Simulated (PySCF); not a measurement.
One of the candidates below gave these computed data.

All candidates are C6H5FO3P (charge -1).

| technique | computed result |
| --- | --- |
| 1H NMR | chemical shifts (computed TMS as zero) by class: 8.07 (1 H), 7.95 (1 H), 7.10 (1 H), 6.67 (1 H), 0.43 (1 H) ppm [GIAO PBE0/pcSseg-1] |
| NMR, other nuclei | isotropic shieldings of nuclei other than C and H, by class: 179 (2 O), 194 (1 O), 299 (1 F), 320 (1 P) ppm [GIAO PBE0/pcSseg-1] |
| Rotational structure | rotational constants A, B, C: 1.954, 0.623, 0.527 GHz [GFN2-xTB] |
| 13C NMR | chemical shifts (computed TMS as zero) by class: 171.5 (1 C), 158.0 (1 C), 134.0 (1 C), 129.7 (1 C), 124.2 (1 C), 115.4 (1 C) ppm [GIAO PBE0/pcSseg-1] |

Electronic properties: PySCF, gas phase, density fitting. Levels stand in brackets. Isolated species at its GFN2-xTB geometry (one conformer only). GFN2-xTB frequencies show an imaginary mode (140i cm⁻¹), so this geometry is no minimum at that level. No diffuse functions stand in pcSseg-1, which bears on an anion's orbital energies. NMR classes are plain means over equivalent atoms (diastereotopic ones count apart unless rotation or inversion swaps them), as if these changed places fast.

Problem. Which candidate is it?
A. `O=[P@@]([O-])(O)c1ccc(F)cc1`
B. `O=[P@]([O-])(O)c1cccc(F)c1`
C. `O=[P@@]([O-])(O)c1ccccc1F`

Solution. B. It is `O=[P@]([O-])(O)c1cccc(F)c1`. Numbering: `[O:1]=[P@:2]([O-:3])([OH:4])[c:5]1[cH:6][cH:7][cH:8][c:9]([F:10])[cH:11]1`. 6 carbons fall into 6 classes; from least to most shielded: aromatic C–F carbon [C9] (171.5 ppm), substituted aromatic carbon [C5] (158.0 ppm), aromatic CH carbon [C6] (134.0 ppm), aromatic CH carbon [C7] (129.7 ppm), aromatic CH carbon [C11] (124.2 ppm), aromatic CH carbon [C8] (115.4 ppm). Hydrogen classes from least to most shielded: 1 H on an aromatic CH carbon, C6 (8.07 ppm), 1 H on an aromatic CH carbon, C11 (7.95 ppm), 1 H on an aromatic CH carbon, C7 (7.10 ppm), 1 H on an aromatic CH carbon, C8 (6.67 ppm), 1 H on a hydroxyl oxygen, O4 (0.43 ppm). The other shieldings belong to: 179 ppm, oxygen bonded to P [O1/O3]; 194 ppm, hydroxyl oxygen [O4]; 299 ppm, aryl fluorine [F10]; 320 ppm, phosphoryl phosphorus [P2]. The optimised geometry has point group C1 and is an asymmetric top.

The others, at the same levels:
- `O=[P@@]([O-])(O)c1ccccc1F` fails: its computed 13C shifts are 171.7 (1 C), 146.3 (1 C), 141.3 (1 C), 128.0 (1 C), 125.0 (1 C), 116.7 (1 C) ppm, 1H shifts are 8.31 (1 H), 6.87 (1 H), 6.87 (1 H), 6.71 (1 H), 2.19 (1 H) ppm and rotational constant A is 1.759 GHz (against 1.954 GHz).
- `O=[P@@]([O-])(O)c1ccc(F)cc1` fails: it has 4 carbon classes against 6; its computed 13C shifts are 170.0 (1 C), 156.3 (1 C), 136.6 (2 C), 115.7 (2 C) ppm, 1H shifts are 7.99 (2 H), 6.79 (2 H), 1.49 (1 H) ppm and rotational constant A is 2.561 GHz (against 1.954 GHz).

Each candidate is one conformer, not necessarily the lowest. Dipoles, sizes and rotational constants follow the conformer. The torsions of the flexible species, by atom-mapped SMILES:
- `[O:1]=[P@:2]([O-:3])([OH:4])[c:5]1[cH:6][cH:7][cH:8][c:9]([F:10])[cH:11]1`: O1–P2–C5–C6 19°, H–O4–P2–O1 70°
- `[O:1]=[P@@:2]([O-:3])([OH:4])[c:5]1[cH:6][cH:7][cH:8][cH:9][c:10]1[F:11]`: O1–P2–C5–C6 110°, H–O4–P2–O1 29°
- `[O:1]=[P@@:2]([O-:3])([OH:4])[c:5]1[cH:6][cH:7][c:8]([F:9])[cH:10][cH:11]1`: O1–P2–C5–C6 -115°, H–O4–P2–O1 -150°
